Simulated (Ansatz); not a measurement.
These are frozen-core CCSD(T)/def2-TZVPP // PBE0-D4/def2-TZVP (Ansatz, a quantum-chemistry and plane-wave program) values and carry that method's errors.

Ansatz 0.2 input:
```yaml
crystal:
  periodic: [false, false, false]
  atoms:
    - { symbol: C, position_ang: [-1.472448, -0.848413, -0.382098] }
    - { symbol: C, position_ang: [-0.148535, -0.371324, -0.857661] }
    - { symbol: Si, position_ang: [0.822464, 0.999774, -0.106811] }
    - { symbol: O, position_ang: [2.415271, 0.614072, 0.104444] }
    - { symbol: H, position_ang: [-2.250143, -0.683944, -1.139851] }
    - { symbol: H, position_ang: [-1.465496, -1.929963, -0.195625] }
    - { symbol: H, position_ang: [-1.792638, -0.350315, 0.535515] }
    - { symbol: H, position_ang: [0.237709, -0.864597, -1.749126] }
    - { symbol: H, position_ang: [0.160823, 1.346948, 1.185438] }
    - { symbol: H, position_ang: [0.867976, 2.203656, -0.976308] }
    - { symbol: H, position_ang: [2.602884, -0.17994, 0.606874] }
basis:
  gaussian: { orbitals: def2-TZVPP }
correlation:
  method: ccsd_t
magnetization:
  spin_polarized: true
  initial_magnetization: 1
```

Output:

```
Functional definition: HF
1358 factors; integrals over basis functions are off by at most 9.5e-4 eV
mean field evaluation 1: about -12069.3197 eV, gradient 3.0e1 eV
mean field evaluation 2: about -12069.3233 eV, gradient 3.0e1 eV
mean field evaluation 4: about -12073.4841 eV, gradient 3.4e0 eV
mean field evaluation 8: about -12073.5943 eV, gradient 1.9e-1 eV
mean field evaluation 16: about -12073.5772 eV, gradient 1.1e0 eV
mean field -12073.59508084 eV, -443.6964354441 hartree, gradient 2.7e-6 eV, S^2 0.762085; 0 other end points of the search recorded, 0 dependent functions left out
8 core orbitals not correlated
reference -12073.59508084 eV, -443.6964354441 hartree; 13, 12 occupied and 212, 213 virtual orbitals, 1358 factors
second order -18.62473291 eV of doubles, -0.00000000 eV of singles
cycle   1  -19.32659025 eV  change   -7.0e-1 eV  update   9.0e-2
cycle   2  -19.79240804 eV  change   -4.7e-1 eV  update   2.7e-2
cycle   3  -19.89313654 eV  change   -1.0e-1 eV  update   1.4e-2
cycle   4  -19.88906550 eV  change    4.1e-3 eV  update   4.5e-3
cycle   5  -19.88770032 eV  change    1.4e-3 eV  update   2.3e-3
cycle   6  -19.88818111 eV  change   -4.8e-4 eV  update   8.1e-4
cycle   7  -19.88804955 eV  change    1.3e-4 eV  update   3.4e-4
cycle   8  -19.88807249 eV  change   -2.3e-5 eV  update   1.3e-4
cycle   9  -19.88810152 eV  change   -2.9e-5 eV  update   6.3e-5
cycle  10  -19.88806041 eV  change    4.1e-5 eV  update   3.0e-5
cycle  11  -19.88807440 eV  change   -1.4e-5 eV  update   1.7e-5
perturbative correction -0.69927389 eV, -0.0256978416 hartree
Total energy: -12094.18242913 eV, -444.4530065394 hartree
```

Cost: roughly 25 core-minutes.
